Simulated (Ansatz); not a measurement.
Geometry optimisation, Ansatz, RKS revPBE/def2-SVP.

Input:

```yaml
crystal:
  periodic: [false, false, false]
  atoms:
    - { symbol: Sn, position_ang: [-0.033015, -0.100838, 0.30186] }
    - { symbol: H, position_ang: [0.514852, 0.03123, 1.926943] }
    - { symbol: Cl, position_ang: [2.338712, 0.132989, 0.059119] }
    - { symbol: O, position_ang: [-1.030534, 1.545097, -0.271929] }
    - { symbol: H, position_ang: [-1.326612, 1.442058, -1.198473] }
    - { symbol: H, position_ang: [-0.655603, -1.502335, -0.497521] }
basis:
  gaussian: { orbitals: def2-SVP }
hamiltonian:
  xc: revpbe
relax:
  f_tol: 0.03
  max_steps: 50
output:
  orbitals: {}
```

Command:

```bash
$ ansatz run input.yaml --threads 1 --pin off --max-ram 2048MiB --backend cpu --events-out ev --progress --plain --runs-dir out
```

Where does it end, and by what steps?

The forces met the threshold. The force dipped under the threshold on the way, but the program's further checks kept it going. After 7 steps the energy has fallen by 0.506 eV; H2 moved furthest, 0.49 Å.

| step | energy less start (eV) | largest force component (eV/Å) | accepted |
| --- | --- | --- | --- |
| 0 | 0.0000 | 1.092 | yes |
| 1 | -0.3204 | 0.586 | yes |
| 2 | -0.4692 | 0.340 | yes |
| 3 | -0.4974 | 0.258 | yes |
| 4 | -0.4854 | 0.667 | no |
| 5 | -0.5046 | 0.023 | yes |
| 6 | -0.5050 | 0.165 | yes |
| 7 | -0.5057 | 0.010 | yes |

```xyz
6
Properties=species:S:1:pos:R:3
Sn 0.059 -0.104 0.376
H 0.056 0.002 2.093
Cl 2.296 0.198 -0.411
O -1.039 1.479 -0.204
H -1.055 1.541 -1.179
H -0.509 -1.568 -0.355
```

Time of the run: 8.9 s on 1 thread of Intel(R) Xeon(R) 6975P-C (Granite Rapids) (shared host), peak memory 0.15 GiB.
